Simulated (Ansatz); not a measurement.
A nudged elastic band was laid between two geometries of CH₅Sb (7 atoms, charge 0, multiplicity 1).

Level of theory: RKS PBE0/def2-SVP (Ansatz).

```
movable images  : 5
climbing image  : yes
spring          : 5.0 eV/Å²
optimiser       : quadratic models (default)
start path      : through a guess of the saddle point
force threshold : 0.05 eV/Å
iteration limit : 60
end points      : relaxed
```

Image 0:

```xyz
7
Properties=species:S:1:pos:R:3
C -0.612 -0.480 -0.406
Sb 0.675 0.181 1.221
H -0.442 -1.552 -0.578
H -1.660 -0.332 -0.110
H -0.408 0.078 -1.328
H 0.414 1.850 0.904
H 2.094 0.187 0.252
```

Image 6:

```xyz
7
Properties=species:S:1:pos:R:3
C -0.542 -0.517 -0.461
Sb 1.087 -0.034 0.901
H -1.295 -1.104 0.083
H -1.004 0.392 -0.865
H -0.145 -1.127 -1.284
H 0.192 1.177 1.728
H 1.767 1.145 -0.148
```

**Question.** Which bonds break or form, and what moves?

**Answer.** No bond is made or broken. The dihedral H4–C1–Sb2–H7 goes from -166 to -46°. The two ends are copies of one structure, up to a mirror image or an exchange of like atoms.

**Question.** What energy profile does the band end with?

**Answer.** The run converged. The highest image is number 3 of 0 to 6, 3.9 kJ/mol above the ends, which have the same energy within 2 meV. A vibrational analysis at the climbing image gives one clearly imaginary mode, 157i cm⁻¹: a first-order saddle point.

| image | path coordinate (Å) | energy (kJ/mol) | dihedral H4–C1–Sb2–H7 (°) |
| --- | --- | --- | --- |
| 0 | 0.00 | 0.0 | -166 |
| 1 | 0.47 | 1.0 | -146 |
| 2 | 0.94 | 2.9 | -125 |
| 3 | 1.41 | 3.9 | -105 |
| 4 | 1.88 | 2.9 | -85 |
| 5 | 2.34 | 0.9 | -65 |
| 6 | 2.81 | 0.0 | -46 |

**Question.** What is the geometry of the highest image?

**Answer.** 
```xyz
7
Properties=species:S:1:pos:R:3:forces:R:3
C -0.572 -0.522 -0.432 -0.01 0.01 0.00
Sb 0.879 0.035 1.105 0.00 -0.04 0.00
H -0.930 -1.542 -0.234 -0.01 0.01 0.00
H -1.422 0.172 -0.421 0.00 -0.01 0.01
H -0.099 -0.491 -1.422 0.01 -0.01 -0.01
H 0.201 1.589 1.372 0.00 0.02 0.00
H 2.003 0.691 -0.014 0.01 0.02 0.00
```

**Question.** What are the harmonic wavenumbers there?

**Answer.** 157i, 508, 595, 606, 810, 837, 848, 1222, 1438, 1441, 1954, 1961, 3084, 3202, 3210 cm⁻¹.

Time of the run: 78 s on 1 CPU thread of a shared host.
